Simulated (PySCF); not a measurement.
## Multinuclear NMR of 2-Hydroxypyridine

Mapped SMILES: `[OH:1][c:2]1[cH:3][cH:4][cH:5][cH:6][n:7]1`. Hydrogens are named by the atom that carries them.

Method: spin–spin couplings from B3LYP/pcJ-1 (spin–dipole term only in couplings to heteroatoms), PBE0-D3(BJ)/def2-SVP structure, shieldings: GIAO PBE0/pcSseg-1, in PySCF 2.14 (single conformer, non-relativistic, no solvent model).

Q: What are the $^{15}$N shifts?

A: 
| atoms | environment | σ (ppm) | δ (ppm) |
| --- | --- | --- | --- |
| N7 | pyridine-type ring nitrogen | -36.5 | -117.0 |

Shieldings were converted by a linear fit to measured shifts: $^{15}$N (scatter 7.2 ppm rms vs CH3NO2, solution or neat liquid). A few per cent of atoms miss by over 2 rms, more outside the fitted compound classes. Couplings are scaled by factors fitted to measured values: $^{3}J$(H,H) × 0.91 (rms 0.4 Hz, 0.5 with 2 outliers); all others are unscaled and can be 10–30 % off.

Couplings (the largest are listed; each averaged over equivalent pairs): $^{1}J$(C2,N7) = -6.4 Hz, $^{1}J$(C6,N7) = -3.2 Hz, $^{2}J$(N7,H(C6)) = -12.3 Hz, $^{2}J$(C5,N7) = 2.9 Hz, $^{2}J$(O1,N7) = 2.8 Hz, $^{2}J$(C3,N7) = 1.6 Hz, $^{3}J$(C4,N7) = -2.1 Hz, $^{3}J$(N7,H(C5)) = -1.7 Hz. Signs are for $^{15}$N, whose magnetogyric ratio is negative.

On a 500 MHz spectrometer $^{15}$N resonates near 50.7 MHz, so 1 ppm is 50.7 Hz.

Q: What are the $^{17}$O shifts?

A: 
```
atoms         environment  σ (ppm)  δ (ppm)
   O1  phenol-type oxygen    179.8    103.7
```

Shieldings were converted by a linear fit to measured shifts: $^{17}$O: δ = 264.06 − 0.892σ (rms 13.4 ppm, 147 shifts, 14.2 ppm with the 1 outlier that the fit left out vs liquid water, solution or neat liquid). A few per cent of atoms miss by over 2 rms, more outside the fitted compound classes. Couplings are scaled by factors fitted to measured values: $^{3}J$(H,H) × 0.91 (rms 0.4 Hz, 0.5 with 2 outliers); all others are unscaled and can be 10–30 % off.

Couplings (the largest are listed; each averaged over equivalent pairs; quadrupolar broadening usually hides them): $^{1}J$(O1,C2) = 19.6 Hz, $^{2}J$(O1,C3) = -15.5 Hz, $^{2}J$(O1,N7) = 2.8 Hz, $^{3}J$(O1,C4) = -3.0 Hz.

On a 600 MHz spectrometer $^{17}$O resonates near 81.3 MHz, so 1 ppm is 81.3 Hz.
